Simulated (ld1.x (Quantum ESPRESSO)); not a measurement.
## Configuration tests for mercury (TM semilocal)

```json
{
  "Element": "mercury (Hg)",
  "Generator": "ld1.x (Quantum ESPRESSO) 7.5",
  "Type": "norm-conserving Troullier–Martins (semilocal form)",
  "Functional": "PBEsol",
  "Relativity": "non-relativistic",
  "Frozen core": "[Xe] 4f14",
  "Valence charge": "12",
  "Reference configuration": "5d10 6s1 6p0 (charge +1)",
  "Partial waves": "6p (bound, empty): rc 2.70 bohr; 5d (bound): rc 1.70 bohr; 6s (bound): rc 2.55 bohr",
  "Local potential": "the s channel",
  "Core correction": "a·sin(br)/r model core, default radius (core density twice the valence density)"
}
```

Energies are relative to the spin-unpolarised reference configuration 5d10 6s1 6p0; without spin polarisation the order of configurations can differ from experiment.

```
valence configuration  charge  ΔE all-electron (eV)  error AE − PS (meV)
         5d10 6s0 6p0      +2                15.974                  -12
          5d9 6s0 6p0      +3                52.458                  -57
          5d9 6s2 6p0      +1                 9.173                 -106
         5d10 6s1 6p1       0                -4.539                 -1.1
         5d10 6s0 6p2       0                -0.141                 -2.4
```

Q: What are ΔE and the potential's error for 5d10 6s0 6p1?

A: ΔE = 5.111 eV all-electron; the error (AE − PS) is -2.5 meV.

Q: What are ΔE and the potential's error for 5d10 6s2 6p0?

A: ΔE = -8.707 eV all-electron; the error (AE − PS) is -4.1 meV.

Levels in the configuration 5d9 6s2 6p0:

```csv
level,all-electron (eV),pseudo (eV)
5d,-23.901,-24.077
6s,-13.680,-13.633
```
